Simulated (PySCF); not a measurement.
Species: `C/N=C/C(F)(F)F`. The columns A, B, C and D hold Mulliken, IAO, Hirshfeld and ESP-fitted charges (e) of one PBE0/pcSseg-1 density (PySCF), in a shuffled order. Coordinates in Å (GFN2-xTB); the density's dipole moment is (3.01, -0.10, -1.45) D.

```csv
atom,x,y,z,A,B,C,D
C1,1.900,-0.017,0.280,-0.106,-0.062,-0.307,-0.116
N2,0.508,-0.001,0.558,-0.379,-0.122,-0.211,-0.411
C3,-0.342,-0.016,-0.357,-0.026,+0.012,-0.035,+0.262
C4,-1.810,0.019,-0.017,+0.830,+0.253,+0.801,+0.450
F5,-2.501,-0.846,-0.780,-0.276,-0.102,-0.286,-0.189
F6,-2.334,1.234,-0.260,-0.274,-0.103,-0.283,-0.185
F7,-2.078,-0.277,1.252,-0.249,-0.087,-0.263,-0.173
H8,2.140,-0.065,-0.789,+0.096,+0.041,+0.118,+0.067
H9,2.333,0.881,0.720,+0.137,+0.061,+0.172,+0.126
H10,2.329,-0.873,0.802,+0.137,+0.060,+0.172,+0.124
H11,-0.139,-0.036,-1.435,+0.110,+0.049,+0.123,+0.045
```

Task: Which column most likely holds the ESP-fitted charges?

Result: D. Σ q r misses the density's dipole by 0.13 D (D), 0.79 D (A), 1.01 D (C), 1.45 D (B). Charges fitted to the outside potential are the only set here that is tied to the molecule's multipoles.

Task: And the Hirshfeld charges?

Result: B. The mean sizes are 0.087 e (B), 0.195 e (D), 0.238 e (A), 0.252 e (C), and Hirshfeld charges are commonly the smallest of these schemes.

As computed, A = Mulliken, B = Hirshfeld, C = IAO, D = ESP-fitted. Hydrogens on carbon: Mulliken +0.10 to +0.14, Hirshfeld +0.04 to +0.06, IAO +0.12 to +0.17, ESP-fitted +0.05 to +0.13 e.

The IAO scheme projects the occupied orbitals on a minimal set of polarised atomic orbitals and counts the electrons in each atom's part of it. The Hirshfeld scheme weights the molecular density at each point by an atom's share of the summed free-atom densities.

Geometry: GFN2-xTB; no solvent, vibrations or thermal averaging.

Conformer computed: `[CH3:1]/[N:2]=[CH:3]/[C:4]([F:5])([F:6])[F:7]`: N2–C3–C4–F5 -137°.
